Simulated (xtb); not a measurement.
Input file for xtb: GFN2-xTB on C2H6Si (SMILES C[Si]C), a point of a torsion scan.

```
$ xtb mol.xyz --gfn 2 --opt vtight --chrg 0 --uhf 0 --input xcontrol
9

C      1.50938169    -0.08655753     0.07500341
Si     0.04817632     0.51926413    -0.94908091
C     -1.49544493    -0.27590783    -0.25984114
H      2.00840191    -0.88804964    -0.48052478
H      2.17830897     0.76893511     0.18109956
H      1.17210240    -0.43957604     1.07676852
H     -1.24248160    -1.05262658     0.50621049
H     -2.05406794    -0.71187899    -1.10166718
H     -2.05128998     0.50437833     0.29178049
$constrain
  force constant=1.0
  dihedral: 4,1,2,3,100.0
$end
```

Output:

```
[...]
           -------------------------------------------------
          |                Calculation Setup                |
           -------------------------------------------------



           -------------------------------------------------
          |                 G F N 2 - x T B                 |
           -------------------------------------------------

        Reference                      10.1021/acs.jctc.8b01176
      * Hamiltonian:
        H0-scaling (s, p, d)           1.850000    2.230000    2.230000
        zeta-weighting                 0.500000
      * Dispersion:
        s8                             2.700000
        a1                             0.520000
        a2                             5.000000
        s9                             5.000000
      * Repulsion:
        kExp                           1.500000    1.000000
        rExp                           1.000000
      * Coulomb:
        alpha                          2.000000
        third order                    shell-resolved
        anisotropic                    true
        a3                             3.000000
        a5                             4.000000
        cn-shift                       1.200000
        cn-exp                         4.000000
        max-rad                        5.000000


          ...................................................
          :                      SETUP                      :
          :.................................................:
          :  # basis functions                  24          :
          :  # atomic orbitals                  23          :
          :  # shells                           13          :
          :  # electrons                        18          :
          :  max. iterations                   250          :
          :  Hamiltonian                  GFN2-xTB          :
          :  restarted?                      false          :
          :  GBSA solvation                  false          :
          :  PC potential                    false          :
          :  electronic temp.          300.0000000     K    :
          :  accuracy                    1.0000000          :
          :  -> integral cutoff          0.2500000E+02      :
          :  -> integral neglect         0.1000000E-07      :
          :  -> SCF convergence          0.1000000E-05 Eh   :
          :  -> wf. convergence          0.1000000E-03 e    :
          :  Broyden damping             0.4000000          :
          :  net charge                          0          :
          :  unpaired electrons                  0          :
          ...................................................

 iter      E             dE          RMSdq      gap      omega  full diag
   1     -9.0948011 -0.909480E+01  0.699E+00    1.68       0.0  T
   2     -9.1033922 -0.859107E-02  0.477E+00    2.00       1.0  T
   3     -9.1008702  0.252199E-02  0.212E+00    2.07       1.0  T
   4     -9.1054596 -0.458946E-02  0.690E-01    2.24       1.0  T
   5     -9.1059355 -0.475859E-03  0.261E-01    2.32       1.0  T
   6     -9.1059732 -0.377322E-04  0.121E-01    2.30       1.0  T
   7     -9.1059906 -0.174065E-04  0.655E-02    2.31       1.0  T
   8     -9.1059984 -0.774371E-05  0.931E-03    2.31       3.6  T
   9     -9.1059984  0.657051E-09  0.465E-03    2.31       7.2  T
  10     -9.1059984 -0.676821E-07  0.924E-04    2.31      36.1  T
  11     -9.1059984  0.642189E-10  0.739E-04    2.31      45.1  T

   *** convergence criteria satisfied after 11 iterations ***

         #    Occupation            Energy/Eh            Energy/eV
      -------------------------------------------------------------
         1        2.0000           -0.6621675             -18.0185
       ...           ...                  ...                  ...
         3        2.0000           -0.5134452             -13.9716
         4        2.0000           -0.4650137             -12.6537
         5        2.0000           -0.4607094             -12.5365
         6        2.0000           -0.4576771             -12.4540
         7        2.0000           -0.4485393             -12.2054
         8        2.0000           -0.3807463             -10.3606
         9        2.0000           -0.3089244              -8.4063 (HOMO)
        10                         -0.2241839              -6.1004 (LUMO)
        11                         -0.1411634              -3.8413
        12                         -0.1013205              -2.7571
        13                         -0.0432606              -1.1772
        14                          0.0028857               0.0785
       ...                                ...                  ...
        23                          0.5412022              14.7269
      -------------------------------------------------------------
                  HL-Gap            0.0847405 Eh            2.3059 eV
             Fermi-level           -0.2665541 Eh           -7.2533 eV

 SCC (total)  
[...]
        0.4775614              12.9951
      -------------------------------------------------------------
                  HL-Gap            0.0873446 Eh            2.3768 eV
             Fermi-level           -0.2717082 Eh           -7.3936 eV

 SCC (total)                   0 d,  0 h,  0 min,  0.002 sec
 SCC setup                      ...        0 min,  0.000 sec (  2.253%)
 Dispersion                     ...        0 min,  0.000 sec (  0.897%)
 classical contributions        ...        0 min,  0.000 sec (  0.359%)
 integral evaluation            ...        0 min,  0.001 sec ( 26.690%)
 iterations                     ...        0 min,  0.001 sec ( 32.745%)
 molecular gradient             ...        0 min,  0.001 sec ( 33.951%)
 printout                       ...        0 min,  0.000 sec (  2.566%)

         :::::::::::::::::::::::::::::::::::::::::::::::::::::
         ::                     SUMMARY                     ::
         :::::::::::::::::::::::::::::::::::::::::::::::::::::
         :: total energy              -8.994517998597 Eh    ::
         :: gradient norm              0.000025807798 Eh/a0 ::
         :: HOMO-LUMO gap              2.376768070689 eV    ::
         ::.................................................::
         :: SCC energy                -9.116027564677 Eh    ::
         :: -> isotropic ES            0.006801591498 Eh    ::
         :: -> anisotropic ES         -0.002160875680 Eh    ::
         :: -> anisotropic XC         -0.002537993557 Eh    ::
         :: -> dispersion             -0.004071317054 Eh    ::
         :: repulsion energy           0.121509420745 Eh    ::
         :: add. restraining           0.000000145334 Eh    ::
         :: total charge               0.000000000000 e     ::
         :::::::::::::::::::::::::::::::::::::::::::::::::::::

           -------------------------------------------------
          |                Property Printout                |
           -------------------------------------------------

    * Orbital Energies and Occupations

         #    Occupation            Energy/Eh            Energy/eV
      -------------------------------------------------------------
         1        2.0000           -0.6530008             -17.7691
         2        2.0000           -0.5561737             -15.1343
         3        2.0000           -0.5183952             -14.1063
         4        2.0000           -0.4576307             -12.4528
         5        2.0000           -0.4542466             -12.3607
         6        2.0000           -0.4486900             -12.2095
         7        2.0000           -0.4454456             -12.1212
         8        2.0000           -0.3771338             -10.2623
         9        2.0000           -0.3153805              -8.5819 (HOMO)
        10                         -0.2280359              -6.2052 (LUMO)
        11                         -0.1551160              -4.2209
        12                         -0.0985115              -2.6806
        13                         -0.0266905              -0.7263
        14                         -0.0064188              -0.1747
        15                          0.0008614               0.0234
        16                          0.1922150               5.2304
        17                          0.2174343               5.9167
        18                          0.2296362               6.2487
        19                          0.2324270               6.3247
        20                          0.2371627               6.4535
       ...                                ...                  ...
        23                          0.4775614              12.9951
      -------------------------------------------------------------
                  HL-Gap            0.0873446 Eh            2.3768 eV
             Fermi-level           -0.2717082 Eh           -7.3936 eV

     #   Z          covCN         q      C6AA      α(0)
     1   6 C        3.644    -0.196    24.763     7.153
     2  14 Si       1.741     0.332   187.695    29.119
     3   6 C        3.644    -0.196    24.751     7.151
     4   1 H        0.925     0.006     2.951     2.687
     5   1 H        0.925     0.001     3.035     2.725
     6   1 H        0.924     0.021     2.724     2.581
     7   1 H        0.924     0.017     2.781     2.608
     8   1 H        0.925    -0.000     3.061     2.736
     9   1 H        0.924     0.014     2.821     2.626

 Mol. C6AA /au·bohr⁶  :       1114.794052
 Mol. C8AA /au·bohr⁸  :      40747.459704
 Mol. α(0) /au        :         59.385539


Wiberg/Mayer (AO) data.
largest (>0.10) Wiberg bond orders for each atom

 ---------------------------------------------------------------------------
     #   Z sym  total        # sym  WBO       # sym  WBO       # sym  WBO
 ---------------------------------------------------------------------------
     1   6 C    3.962 --     5 H    0.994     4 H    0.987     6 H    0.981
                             2 Si   0.965
     2  14 Si   1.998 --     3 C    0.969     1 C    0.965
     3   6 C    3.963 --     8 H    0.996     9 H    0.982     7 H    0.981
                             2 Si   0.969
     4   1 H    1.000 --     1 C    0.987
     5   1 H    1.000 --     1 C    0.994
     6   1 H    1.000 --     1 C    0.981
     7   1 H    1.000 --     3 C    0.981
     8   1 H    1.000 --     3 C    0.996
     9   1 H    1.000 --     3 C    0.982
 ---------------------------------------------------------------------------

Topologies differ in total number of bonds
Writing topology from bond orders to xtbtopo.mol

molecular dipole:
                 x           y           z       tot (Debye)
 q only:        0.042       0.255      -0.655
   full:       -0.028      -0.121       0.311       0.851
molecular quadrupole (traceless):
                xx          xy          yy          xz          yz          zz
 q only:       -3.550      -0.317       0.449      -0.719      -0.712       3.101
  q+dip:       -0.224      -0.260       1.279      -0.100       0.786      -1.055
   full:        0.114      -0.584       2.818       0.047       2.263      -2.932

           -------------------------------------------------
          |                Geometry Summary                 |
           -------------------------------------------------

      molecular mass/u    :       58.1546150
   center of mass at/Å    :        0.0501354       0.0358306      -0.6356399
  moments of inertia/u·Å² :        0.2964506E+02   0.7540091E+02   0.9884881E+02
rotational constants/cm⁻¹ :        0.5686490E+00   0.2235733E+00   0.1705395E+00

 * 6 selected distances

     #   Z          #   Z                                           value/Å
     1   6 C        4   1 H                                       1.0898258
     1   6 C        5   1 H                                       1.0888421
     1   6 C        6   1 H                                       1.0909550 (max)
     3   6 C        7   1 H                                       1.0907624
     3   6 C        8   1 H                                       1.0884168 (min)
     3   6 C        9   1 H                                       1.0906667

 * 1 distinct bonds (by element types)

   Z      Z             #   av. dist./Å        max./Å        min./Å
   1 H    6 C           6     1.0899114     1.0909550     1.0884168


optimized geometry written to: xtbopt.xyz


           -------------------------------------------------
          | TOTAL ENERGY               -8.994517998597 Eh   |
          | GRADIENT NORM               0.000025807798 Eh/α |
          | HOMO-LUMO GAP               2.376768070689 eV   |
           -------------------------------------------------

------------------------------------------------------------------------
------------------------------------------------------------------------
 total:
Note: The following floating-point exceptions are signalling: IEEE_UNDERFLOW_FLAG IEEE_DENORMAL
normal termination of xtb
 SCF:
 ANC optimizer:
```

The run finished.

Warnings raised: the energy holds the restraint's term.

Cost: roughly 0.11 core-seconds.
